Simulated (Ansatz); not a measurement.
Consider the ligand exchange at the In–N bond: `[SiH3][N]([SiH3])[InH2]` + CH₃OH → `C[O][InH2]` + `[SiH3]N[SiH3]`.

Calculated with Ansatz (gas phase, PBE0-D4/def2-TZVP geometries, no zero-point term in ΔE). CCSD(T)/CBS is the MP2 limit (def2-TZVPP, def2-QZVPP) plus CCSD(T) − MP2 in def2-TZVPP, frozen cores. This one scheme is used for every species. DFT in def2-TZVPP. B3LYP here is the variant with VWN-RPA as its local correlation; programs differ in this. HSE06 is defined as in plane-wave codes. def2 core potentials past Kr. For In outer-core shells are correlated without core-valence functions, which leaves a few kJ/mol of doubt a bond.

`[SiH3][N]([SiH3])[InH2]`:

Z-matrix (Å, degrees):
```
Si
In 1 3.288
N 1 1.727 2 32.8
H 1 1.488 2 76.5 3 -179.1
H 1 1.491 2 124.7 3 -75.7
H 1 1.491 2 123.7 3 77.6
Si 2 3.288 1 54.0 3 -0.0
H 2 1.708 1 140.4 3 -0.5
H 2 1.708 1 86.4 3 179.6
H 7 1.488 2 76.5 1 179.5
H 7 1.491 2 124.5 1 76.1
H 7 1.491 2 124.0 1 -77.2
```

CH₃OH:

```xyz
6

C     0.071    0.306    0.168
O     0.351   -0.900   -0.505
H     1.029    0.768    0.408
H    -0.473    0.144    1.107
H    -0.500    1.008   -0.452
H    -0.479   -1.327   -0.725
```

`C[O][InH2]`:

```xyz
8

C    -0.658   -0.866   -0.691
O    -0.354    0.492   -0.557
In    0.836    1.224    0.855
H    -1.741   -1.025   -0.616
H    -0.179   -1.504    0.068
H    -0.339   -1.234   -1.675
H     1.444   -0.003    1.886
H     0.991    2.915    0.730
```

`[SiH3]N[SiH3]`:

Z-matrix (Å, degrees):
```
Si
N 1 1.726
H 1 1.490 2 112.6
H 1 1.484 2 107.4 3 119.9
H 1 1.489 2 110.9 3 -120.0
Si 2 1.726 1 128.9 3 -109.8
H 2 1.011 1 115.5 3 66.2
H 6 1.490 2 112.6 1 109.8
H 6 1.484 2 107.4 1 -10.1
H 6 1.488 2 110.9 1 -130.1
```

```tsv
level	ΔE (kJ/mol)	difference from CCSD(T)/CBS
LDA (SPW92)	1.5	-9.3
PBE-D4	1.0	-9.8
BLYP-D4	-5.0	-15.8
r2SCAN-D4	-0.1	-10.9
PBE0-D4	6.0	-4.8
B3LYP-D4	-0.6	-11.4
r2SCANh-D4	1.9	-8.9
r2SCAN0-D4	4.5	-6.3
HSE06-D4	6.2	-4.6
BHLYP-D4	5.2	-5.6
CAM-B3LYP-D4	-3.2	-14.0
ωB97X-V	1.0	-9.8
ωB97M-V	3.7	-7.1
B2PLYP	-1.9	-12.7
PBE-QIDH	8.4	-2.4
PBE	-4.5	-15.3
revPBE	-7.2	-18.0
BLYP	-15.2	-26.0
r2SCAN	-1.4	-12.2
PBE0	1.1	-9.7
B3LYP	-9.5	-20.3
r2SCANh	0.4	-10.4
r2SCAN0	2.8	-8.0
HSE06	1.4	-9.4
CAM-B3LYP	-8.6	-19.4
LC-ωPBE	-1.6	-12.4
RPA@PBE/def2-TZVPP	9.2	-1.6
HF/def2-SVP	-1.8	-12.6
MP2/def2-SVP	7.7	-3.1
CCSD/def2-SVP	5.7	-5.1
CCSD(T)/def2-SVP	7.3	-3.5
HF/def2-TZVPP	-4.9	-15.7
MP2/def2-TZVPP	13.3	2.5
SCS-MP2/def2-TZVPP	8.9	-1.9
CCSD/def2-TZVPP	8.2	-2.6
CCSD(T)/def2-TZVPP	10.2	-0.6
MP2/def2-QZVPP	13.5	2.7
SCS-MP2/def2-QZVPP	9.0	-1.8
MP2/CBS(def2)	13.9	3.1
CCSD/CBS(def2)	8.8	-2.0
CCSD(T)/CBS	10.8	0
```

(1) What do rigid-rotor, harmonic-oscillator terms from PBE0-D4/def2-TZVP frequencies (298.15 K, 1 bar) make of the CCSD(T)/CBS value? (Estimate.)

Largest T1 diagnostic among the species: 0.017.

Answers

(1) Ansatz gave: ΔZPE = -1.4 kJ/mol, ΔH = +8.7 kJ/mol, ΔS = 14 J/(mol·K), ΔG = +4.4 kJ/mol. Modes under 50 cm⁻¹ make the entropy rough.

The D4 term adds +9.0 kJ/mol with B3LYP and +5.0 kJ/mol with PBE0; it sums over pairs of atoms, weighted by their polarisabilities, and B3LYP, whose exchange is more repulsive, gets the larger term. Leaving LDA and LC-ωPBE aside and taking each functional with its dispersion term where it has one, the values spread over 13.4 kJ/mol, from BLYP-D4 to PBE-QIDH. LDA lies +6.0 kJ/mol from PBE without D4.
